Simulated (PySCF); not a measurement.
A structure optimised at PBE-D3(BJ)/def2-SVP, used in a PySCF frequency run:

```xyz
10

N      0.0000     0.0000     2.0645
B      0.0000     0.0000     0.6735
N      0.0000     1.2558    -0.1607
C      0.0000     0.7664    -1.3529
C      0.0000    -0.7664    -1.3529
N      0.0000    -1.2558    -0.1607
H      0.0000    -0.8634     2.6090
H      0.0000     0.8634     2.6090
H      0.0000     1.3858    -2.2762
H      0.0000    -1.3858    -2.2762
```

Problem. Write its SMILES, formula and point group.

Solution. NB1N=CC=N1, C2H4BN3, C2v

Problem. What are its rotational constants (standard atomic weights)?

Solution. 7.9382, 3.7867, 2.5638 GHz
